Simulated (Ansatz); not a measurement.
A nudged elastic band was laid between two geometries of BFH4SSi (8 atoms, charge 0, multiplicity 1).

The calculation used RKS PBE-D4/6-31G* in Ansatz 0.2.0.

```
movable images  : 7
climbing image  : yes
spring          : 5.0 eV/Å²
optimiser       : quadratic models (default)
start path      : through a guess of the saddle point
force threshold : 0.05 eV/Å
iteration limit : 53
end points      : relaxed
```

Initial state:

```xyz
8
Properties=species:S:1:pos:R:3
F -1.403 -1.494 0.510
B -0.790 -0.435 1.048
Si 0.235 0.779 -0.234
S 1.723 -0.461 -1.231
H -0.869 -0.308 2.249
H -0.686 1.442 -1.226
H 1.040 1.846 0.442
H 0.842 -1.426 -1.615
```

Final state:

```xyz
8
Properties=species:S:1:pos:R:3
F -1.614 -1.369 0.494
B -0.977 -0.228 0.852
Si 0.777 0.316 0.107
S 1.613 -0.126 -1.821
H -1.202 0.328 1.902
H -0.962 0.713 -0.114
H 1.105 1.770 0.300
H 1.352 -1.461 -1.776
```

Which bonds break or form, and what moves?

No bond is made or broken.

What energy profile does the band end with?

The forces met the threshold. The highest image is number 5 of 0 to 8, 0.50 eV above the first end and 0.07 eV above the last; the last end lies 0.43 eV above the first. A structure lower than the first end lies on the path between it and the top, so the climb from that side starts below the end, which may itself be a saddle point or a shallow side well. A vibrational analysis at the climbing image gives one clearly imaginary mode, 408i cm⁻¹: a first-order saddle point.

```tsv
image	path coordinate (Å)	energy (eV)
0	0.00	0.00
1	0.48	-0.01
2	0.96	0.01
3	1.44	0.13
4	1.92	0.33
5	2.40	0.50
6	2.55	0.48
7	2.71	0.44
8	2.86	0.43
```

What is the geometry of the highest image?


```xyz
8
Properties=species:S:1:pos:R:3
F -1.523 -1.437 0.512
B -0.883 -0.331 0.926
Si 0.640 0.440 0.002
S 1.595 -0.177 -1.822
H -1.294 0.316 1.860
H -0.906 0.850 -0.259
H 1.167 1.779 0.398
H 1.297 -1.497 -1.672
```

Run time: 5.3 min on 1 thread of Arm Neoverse N1, with other jobs on the host, peak memory 0.15 GiB.
